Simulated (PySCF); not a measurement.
A geometry optimisation on `COC/C=C/Br`.

Method: PBE0-D3(BJ)/def2-SVP geometry optimisation, gas phase (PySCF 2.14.0). Start geometry: GFN2-xTB. The input is one job of a driver script: a line of settings, then coordinates in Å.

Input:
```
{"job": {"xc": "PBE0", "basis": "def2-SVP", "d3": "d3bj", "grid": 1, "maxiter": 30, "shake": 0.01, "kind": "geom"}, "charge": 0, "multiplicity": 1}
C     -1.902200     0.878560     0.489270
O     -0.565720     0.673330     0.228490
C     -0.197480    -0.658870     0.437270
C      1.311040    -0.846660     0.156560
C      2.067510     0.121570    -0.247860
Br     3.901040    -0.134100    -0.590600
H     -2.166010     0.678680     1.529270
H     -2.087290     1.963630     0.280770
H     -2.559580     0.299320    -0.149960
H     -0.767350    -1.335610    -0.190230
H     -0.388640    -0.953250     1.500280
H      1.651340    -1.854110     0.309230
H      1.709160     1.150630    -0.398570
```

Output:
```
step   0  E = -2804.92650664  max force = 0.064247
step   1  E = -2804.93134957  max force = 0.008202
step   2  E = -2804.93182745  max force = 0.002910
step   3  E = -2804.93181515  max force = 0.004779
step   4  E = -2804.93199669  max force = 0.001869
step   5  E = -2804.93203258  max force = 0.000673
step   6  E = -2804.93204040  max force = 0.001266
step   7  E = -2804.93205893  max force = 0.000232
step   8  E = -2804.93205931  max force = 0.000071
optimisation converged
```

Energies in Eh; «max force» is the largest Cartesian gradient component in Eh/bohr.

**Question.** How much energy does the optimisation release, in kJ/mol?

**Answer.** E(step 0) − E(last step) = 0.005553 Eh, which is 14.6 kJ/mol.

**Question.** Give the first gradient maximum in eV/Å.

**Answer.** With 1 Eh/bohr = 51.422 eV/Å, 3.304 eV/Å.

Main results: final energy -2804.93206 Eh after 8 steps; dipole 2.91 D.

**Question.** Where do the atoms end?

**Answer.** 0.023 Å rms from the input after alignment:
```
atom  x, y, z in Å
C1    -1.8400    0.9026    0.7831
O2    -0.5416    0.6633    0.3391
C3    -0.1493   -0.6652    0.4529
C4     1.2440   -0.8560   -0.0476
C5     1.9759    0.1408   -0.5378
Br6    3.7290   -0.0853   -1.1723
H7    -1.9656    0.6484    1.8543
H8    -2.0490    1.9731    0.6520
H9    -2.5890    0.3250    0.2057
H10   -0.8332   -1.3340   -0.1162
H11   -0.2056   -1.0095    1.5098
H12    1.6466   -1.8724    0.0056
H13    1.6027    1.1636   -0.6037
```

**Question.** Estimate the wall time. Hardware: one thread of an Arm Neoverse V1 (shared host). And the peak memory of the process?

**Answer.** About 73 s, with 0.56 GiB resident at the peak, the Python interpreter and its libraries included.
Labels such as C1 count atoms from 1, the log's own numbers from 0.
